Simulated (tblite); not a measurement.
What does the GFN2-xTB structure of `COC(=O)c1nccc([SiH3])p1` look like in three dimensions?

```
atom  x, y, z in Å
C1     4.201    0.372   -0.002
O2     2.910   -0.209    0.116
C3     1.886    0.604   -0.104
O4     1.987    1.777   -0.390
C5     0.551   -0.023    0.024
N6     0.452   -1.297    0.335
C7    -0.722   -1.878    0.454
C8    -1.954   -1.252    0.277
C9    -2.102    0.082   -0.053
Si10  -3.826    0.848   -0.273
P11   -0.724    1.148   -0.288
H12    4.911   -0.424    0.205
H13    4.349    0.769   -1.008
H14    4.317    1.187    0.716
H15   -0.684   -2.929    0.713
H16   -2.843   -1.855    0.408
H17   -4.819   -0.202   -0.033
H18   -3.929    1.357   -1.640
H19   -3.972    1.932    0.699
```

Any rigid rotation of these coordinates is as good. Atoms count from 1 in this order. The 3 C–C bonds span 1.382 Å (C8–C9, aromatic) to 1.480 Å (C3–C5, drawn single), a spread of 0.098 Å. The 11 heavy atoms lie in one plane (0.000 Å rms). Of the pairs four or more bonds apart, O4···H13 is among the closest relative to their van der Waals radii: 2.64 Å, 97 % of the sum of Bondi's values. The 6-membered ring C5–N6–C7–C8–C9–P11 has internal angles of 98.1° to 129.2° (sum 720°, against 720° for a flat polygon); it is planar, 0.00 Å rms from its mean plane, widest ring torsion 0°.

Bonds between heavy atoms (Å): C1–O2 1.420, O2–C3 1.325, C3=O4 1.213, C3–C5 1.480, C5–N6 1.316, N6–C7 1.315, C7–C8 1.393, C8–C9 1.382, C9–Si10 1.900, C9–P11 1.758, C5–P11 1.758.

Structure optimised with GFN2-xTB, isolated species.

Point group: Cs (every atom within 0.08 Å of its image). Its lowest GFN2-xTB frequency is 7 cm⁻¹, too small to tell a flat minimum from a shallow saddle. The numbers are those of one conformer (C1–O2–C3–O4 0°, O2–C3–C5–N6 0°). 3 starts were optimised and ended at 0.00, 0.03 and 0.12 kcal/mol (GFN2-xTB); the lowest of these is shown.

The numbers are calculated, not measured.
